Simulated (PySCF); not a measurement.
# TDDFT excited states: C7H9N

C7H9N.
SMILES: `C=C[C@@H](C#CC)N=C`

The calculation used PySCF, TDDFT CAM-B3LYP/def2-SVPD, vertical, gas phase, core orbitals frozen in the response. The structure is a single GFN2-xTB conformer in the gas phase; no vibrational or solvent corrections. Torsions of this conformer, `[CH2:1]=[CH:2][C@@H:3]([C:4]#[C:5][CH3:6])[N:7]=[CH2:8]`: C1–C2–C3–C4 14°, C2–C3–N7–C8 -126°.

```csv
state,E (eV),ν̃ (cm⁻¹),f,"main configurations (H = HOMO, L = LUMO)"
S1,5.07,40870,0.0018,"H→L (74%), H-3→L (12%)"
S2,6.56,52930,0.0026,H-1→L+5 (49%)
S3,6.75,54460,0.0041,H-1→L (62%)
S4,6.82,54990,0.0022,"H-3→L (33%), H-2→L (14%), H→L (9%)"
S5,7.02,56650,0.032,"H-1→L (23%), H→L+5 (9%), H-2→L (9%)"
S6,7.06,56960,0.059,H-2→L (64%)
S7,7.12,57430,0.0011,"H→L+1 (24%), H→L+2 (18%), H→L (8%)"
S8,7.18,57940,0.016,H-1→L+1 (68%)
```

Triplets (Tamm–Dancoff): T1 4.25 eV, H→L (67%), H-3→L (14%), H→L+2 (9%); T2 4.51 eV, H-2→L+2 (55%), H-2→L (20%); T3 5.08 eV, H-4→L (69%), H-4→L+2 (9%).

The lowest singlet lies at 5.07 eV (245 nm, ultraviolet) and is very weak; its leading configuration is HOMO→LUMO (74%). The most intense listed level is S6 at 7.06 eV (176 nm, f = 0.059), 2.00 eV above S1. Löwdin shares by element: HOMO nitrogen 47%, carbon 34% or more (atoms not listed hold the other 19%); LUMO carbon 31% or more, nitrogen 27%, hydrogen 14% or more (atoms not listed hold the other 27%). The oscillator strengths of these states sum to 0.119; summed over the whole spectrum of an exact calculation they would give the number of electrons, 58 (Thomas–Reiche–Kuhn). The listed states span 2.12 eV, and the widest gap between neighbours is 1.50 eV (S1 to S2). Of the 8 states listed, 3 reach f = 0.01 and none stays under 0.0005. Singlets were solved by full linear response, triplets in the Tamm–Dancoff approximation.
